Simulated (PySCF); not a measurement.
Species: CH6Cl2GeSi.
Atom-mapped SMILES: `[Cl:1][CH2:2][Si@H:3]([Cl:4])[GeH3:5]` (hydrogens: H6, H7 on C2; H8 on Si3; H9, H10, H11 on Ge5)

Method used: PySCF 2.14.0, PBE0-D3(BJ)/def2-SVP geometry optimisation, gas phase.

List the bond lengths, angles and torsions at this level.

| bond | length (Å) | order |
| --- | --- | --- |
| Cl1–C2 | 1.794 | single |
| C2–Si3 | 1.889 | single |
| Si3–Cl4 | 2.083 | single |
| Si3–Ge5 | 2.377 | single |
| C2–H6 | 1.099 | single |
| C2–H7 | 1.099 | single |
| Si3–H8 | 1.490 | single |
| Ge5–H9, Ge5–H10, Ge5–H11 | 1.538 | single |

Bonds in one row agree within 0.01 Å and their mean is given. Orders are formal, as drawn. A selection of angles:
| angle | degrees |
| --- | --- |
| Cl1–C2–Si3 | 106.3 |
| Cl1–C2–H6 | 108.4 |
| Cl1–C2–H7 | 108.4 |
| Si3–C2–H6 | 112.8 |
| Si3–C2–H7 | 112.0 |
| H6–C2–H7 | 108.7 |
| C2–Si3–Cl4 | 107.6 |
| C2–Si3–Ge5 | 110.1 |
| C2–Si3–H8 | 109.0 |
| Cl4–Si3–Ge5 | 108.2 |
| Cl4–Si3–H8 | 108.1 |
| Ge5–Si3–H8 | 113.7 |
| Si3–Ge5–H9 | 111.8 |
| Si3–Ge5–H10 | 109.2 |
| Si3–Ge5–H11 | 108.1 |
| H9–Ge5–H10 | 109.3 |

Torsions: Cl1–C2–Si3–Cl4 176° (antiperiplanar).

Si3 (chlorine-bound silicon) is distorted tetrahedral (angles from 107.6° to 113.7°). Ge5 (germanium bonded to Si and 3 H) is tetrahedral (angles from 108.1° to 111.8°).

Point group: C1 (no symmetry element, even within 0.4 Å). Stationary, but not proved a minimum. One conformer, not necessarily the lowest.
